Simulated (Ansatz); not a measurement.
`F/[C]([GaH2])=[CH]/[AlH2]`. Total charge 0; spin multiplicity 1. Geometry: relaxed with PBE0-D4/def2-TZVP.

```xyz
10

F     1.102    2.270   -1.042
C     0.540    1.160   -0.515
Ga   -1.028    1.190    0.607
C     1.020   -0.067   -0.726
Al    0.045   -1.563    0.141
H    -1.243   -0.405    0.943
H    -2.060    2.159    1.235
H     1.909   -0.156   -1.357
H     0.663   -2.172    1.474
H    -0.949   -2.417   -0.760
```

(1) What is the dipole moment at PBE/def2-TZVPP? (Best estimate.)

(2) And with r2SCAN, B3LYP, ωB97M-V? (Best estimate.)

(3) Give the Mulliken charges with PBE, B3LYP, ωB97M-V in def2-TZVPP. (An estimate is asked.)

## Answers

(1) The calculation gave: 2.06 D, with components (-1.00, 1.71, 0.53) D in this frame, pointing from negative to positive charge.

(2) The calculation gave: r2SCAN 2.11 D, B3LYP 2.09 D, ωB97M-V 2.22 D.

(3) Computed: 
| atom | PBE | B3LYP | ωB97M-V |
| --- | --- | --- | --- |
| F1 | -0.16 | -0.21 | -0.20 |
| C2 | 0.09 | 0.09 | 0.05 |
| Ga3 | 0.18 | 0.24 | 0.25 |
| C4 | -0.17 | -0.21 | -0.25 |
| Al5 | 0.31 | 0.41 | 0.36 |
| H6 | -0.06 | -0.10 | -0.09 |
| H7 | 0.03 | 0.02 | 0.06 |
| H8 | 0.07 | 0.08 | 0.09 |
| H9 | -0.14 | -0.17 | -0.14 |
| H10 | -0.14 | -0.17 | -0.14 |

B3LYP here is the variant with VWN-RPA as its local correlation; programs differ in this.
